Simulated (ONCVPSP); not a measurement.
**Scattering properties, ONCV potential for Au (Z = 79)**

```
Element                 : Au
Generator               : ONCVPSP 4.0.1
Type                    : optimised norm-conserving Vanderbilt (ONCV)
Functional              : PBE
Relativity              : scalar-relativistic
Frozen core             : [Kr] 4d10 4f14
Valence charge          : 19
Reference configuration : 5s2 5p6 5d10 6s1
Partial waves           : 5s+6s: rc 1.45 bohr, ncon 3, nbas 8, qcut 8.9 1/bohr, 2 projectors; 5p: rc 1.65 bohr, ncon 4, nbas 7, qcut 10.4 1/bohr, 2 projectors, debl 1.6 Ha; 5d: rc 1.75 bohr, ncon 3, nbas 7, qcut 7.4 1/bohr, 2 projectors, debl 1.1 Ha
Local potential         : polynomial inside 1.15 bohr (lpopt 5, dvloc0 2 Ha)
Core correction         : Teter function, fcfact 5.5, rcfact 1.35
```

In the p channel the program set the typed energies aside and used -2.197, 0.250 Ha.

The phase is arctan(r·R′/R) of the radial function R(r), unwrapped; energies in Ha, scanned from -5 to 5 Ha. A pole is an energy at which the radial function vanishes at the test radius. The pseudo phase is shifted by a multiple of π to meet the all-electron one at the reference energy, and phase errors are pseudo minus all-electron; the curves can meet again beyond the range given. Levels narrower than the energy grid can be missing from the lists of poles.

```tsv
channel	radius (bohr)	reference energy (Ha)	poles, all-electron	poles, pseudo	unbroken range about the reference energy with phases within 0.05 rad	phase error 1 Ha above the reference energy (rad)
s	1.47	-0.21	-3.35	-3.35	the whole range	-0.000
p	1.67	-2.20	-1.66	-1.66	the whole range	-0.000
d	1.78	-0.25	0.80	0.80	the whole range	+0.000
```

Phases in the d channel:

```csv
E (Ha),all-electron,pseudo
-4.96,1.342,1.342
-4.72,1.334,1.334
-4.48,1.325,1.325
-4.24,1.315,1.315
-4.00,1.304,1.304
-3.76,1.291,1.291
-3.52,1.277,1.277
-3.28,1.260,1.260
-3.04,1.240,1.240
-2.80,1.215,1.215
-2.56,1.185,1.185
-2.32,1.147,1.147
-2.08,1.097,1.097
-1.84,1.028,1.028
-1.60,0.927,0.927
-1.36,0.766,0.766
-1.12,0.489,0.489
-0.88,0.020,0.020
-0.64,-0.551,-0.551
-0.40,-0.965,-0.965
-0.16,-1.205,-1.205
0.08,-1.350,-1.350
0.32,-1.446,-1.446
0.56,-1.516,-1.516
0.80,-1.571,-1.571
1.04,-1.618,-1.618
1.28,-1.661,-1.661
1.52,-1.702,-1.702
1.76,-1.744,-1.744
2.00,-1.789,-1.789
2.24,-1.840,-1.840
2.48,-1.903,-1.903
2.72,-1.984,-1.985
2.96,-2.096,-2.096
3.20,-2.260,-2.262
3.44,-2.517,-2.520
3.68,-2.905,-2.912
3.92,-3.377,-3.385
4.16,-3.770,-3.778
4.40,-4.030,-4.036
4.64,-4.194,-4.200
4.88,-4.304,-4.308
```
